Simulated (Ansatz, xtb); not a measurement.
## Two structures of AlClH3NOSi

Structure X is a singlet given by its coordinates and structure Y is a singlet given by its coordinates. Both are isolated molecules in the gas phase, relaxed with PBE0-D3(BJ)/def2-SVP.

X (Å):

```xyz
8

Al   -1.5267    1.5121    0.2143
Cl   -1.8614    3.4071    0.9887
N    -0.1483    0.4806   -0.2496
O    -2.6077    0.2332   -0.2620
Si   -1.3131   -0.7570   -0.7064
H     0.8615    0.4840   -0.2840
H    -1.3295   -1.1037   -2.1580
H    -1.2495   -2.0120    0.0988
```

Close contacts (Å): Al1–Cl2 2.07, Al1–N3 1.78, Al1–O4 1.74, Al1–Si5 2.46, N3–Si5 1.76, O4–Si5 1.69, N3–H6 1.01, Si5–H7 1.49, Si5–H8 1.49.

Y (Å):

```yaml
atoms:
  - { symbol: Al, position_ang: [-1.0543, 1.6337, 0.3608] }
  - { symbol: Cl, position_ang: [-1.8965, -2.2717, 0.1857] }
  - { symbol: N, position_ang: [-0.1177, 0.3114, -0.4205] }
  - { symbol: O, position_ang: [-2.5165, 0.7657, -0.0824] }
  - { symbol: Si, position_ang: [-1.6321, -0.4669, -0.7848] }
  - { symbol: H, position_ang: [-1.9557, -0.7125, -2.2096] }
  - { symbol: H, position_ang: [0.8276, -0.0071, -0.5834] }
  - { symbol: H, position_ang: [-0.8111, 2.9983, 1.0932] }
```

Close contacts (Å): Al1–N3 1.80, Al1–O4 1.76, Al1–Si5 2.46, Cl2–Si5 2.07, N3–Si5 1.74, O4–Si5 1.67, Al1–H8 1.57, N3–H7 1.01, Si5–H6 1.48.

Task: Which of the two would you expect CCSD(T)/def2-SVP + ΔMP2/def2-TZVPP electronic energies to favour?

Result: Structure X; the calculation gives E(Y) − E(X) = +9.4 kcal/mol.

The same difference at several levels:

```json
{"level": "GFN2-xTB", "geometry": "GFN2-xTB", "E(Y) − E(X) (kcal/mol)": "+17.4", "departure from the last row (kcal/mol)": "+8.0", "job, with rough time for the two": "optimisation, 0.21 s"}
{"level": "HF/STO-3G", "geometry": "GFN2-xTB", "E(Y) − E(X) (kcal/mol)": "+18.0", "departure from the last row (kcal/mol)": "+8.6", "job, with rough time for the two": "single point, 0.34 s"}
{"level": "r2SCAN-D4/def2-SVP", "geometry": "GFN2-xTB", "E(Y) − E(X) (kcal/mol)": "+11.2", "departure from the last row (kcal/mol)": "+1.8", "job, with rough time for the two": "single point, 4.7 s"}
{"level": "PBE0-D3(BJ)/def2-SVP", "geometry": "PBE0-D3(BJ)/def2-SVP", "E(Y) − E(X) (kcal/mol)": "+9.2", "departure from the last row (kcal/mol)": "−0.2", "job, with rough time for the two": "optimisation, 40 s"}
{"level": "HF/def2-SVP", "geometry": "PBE0-D3(BJ)/def2-SVP", "E(Y) − E(X) (kcal/mol)": "+11.5", "departure from the last row (kcal/mol)": "+2.1", "job, with rough time for the two": "part of the CCSD(T) run"}
{"level": "MP2/def2-SVP", "geometry": "PBE0-D3(BJ)/def2-SVP", "E(Y) − E(X) (kcal/mol)": "+11.1", "departure from the last row (kcal/mol)": "+1.7", "job, with rough time for the two": "part of the CCSD(T) run"}
{"level": "CCSD(T)/def2-SVP", "geometry": "PBE0-D3(BJ)/def2-SVP", "E(Y) − E(X) (kcal/mol)": "+11.2", "departure from the last row (kcal/mol)": "+1.8", "job, with rough time for the two": "single point"}
{"level": "CCSD(T)/def2-SVP + ΔMP2/def2-TZVPP", "geometry": "PBE0-D3(BJ)/def2-SVP", "E(Y) − E(X) (kcal/mol)": "+9.4", "departure from the last row (kcal/mol)": "", "job, with rough time for the two": "single point, 22 s"}
```

The levels shown agree on the order. The largest departure from CCSD(T)/def2-SVP + ΔMP2/def2-TZVPP is that of HF/STO-3G, 8.6 kcal/mol. The last row adds to CCSD(T) the change of the MP2 difference between the two basis sets, here −1.8 kcal/mol.

With harmonic frequencies from PBE0-D3(BJ)/def2-SVP (ideal gas, rigid rotor, one conformer each, 298.15 K, 1 atm): on the last row, ΔE + ΔZPE = +8.7, ΔH = +8.7, ΔG = +8.9 kcal/mol.

The correlated steps freeze 17 core orbitals. Mirror images aren't counted in ΔG. Run with Ansatz 0.2.0, xtb 6.7.1; the last row on 2 threads of Arm Neoverse V2 on a shared host.
